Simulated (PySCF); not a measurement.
## C₆ coefficients of unlike pairs at PBE0

Calculated with PySCF 2.14 from the dipole response of each species, C₆(A,B) = (3/π) ∫ α_A(iu) α_B(iu) du, in atomic units, from isotropic polarisabilities. For ions this is the dispersion term alone; charge-induced terms of lower order in 1/R come first.

```json
{"species": "P⁺", "configuration": "[Ne] 3s2 3p2 (3P)", "basis": "aug-cc-pCVTZ-DK (8s7p5d3f)", "relativity": "spin-free X2C", "α (bohr³)": "14.29", "C₆ (like pair)": "73.65"}
{"species": "Ti⁺", "configuration": "[Ar] 3d2 4s1 (4F)", "basis": "x2c-TZVPPall with one added diffuse shell each of s, p, d, f type (7s6p5d3f1g)", "relativity": "spin-free X2C", "α (bohr³)": "50.36", "C₆ (like pair)": "323.2"}
{"species": "Cl²⁺", "configuration": "[Ne] 3s2 3p3 (4S)", "basis": "dyall-acv3z (19s12p6d4f)", "relativity": "spin-free X2C", "α (bohr³)": "5.840", "C₆ (like pair)": "20.77"}
```

Problem. Estimate C₆ for Ti⁺ with P⁺.

Solution. The integral gives 140.7. The combination rule 2 C_A C_B / (C_A α_B/α_A + C_B α_A/α_B) gives 135.5 and the geometric mean 154.3.

No spin-orbit coupling is included.

The other pairs:

| pair | C₆ |
| --- | --- |
| Cl²⁺, P⁺ | 37.86 |
| Cl²⁺, Ti⁺ | 66.97 |
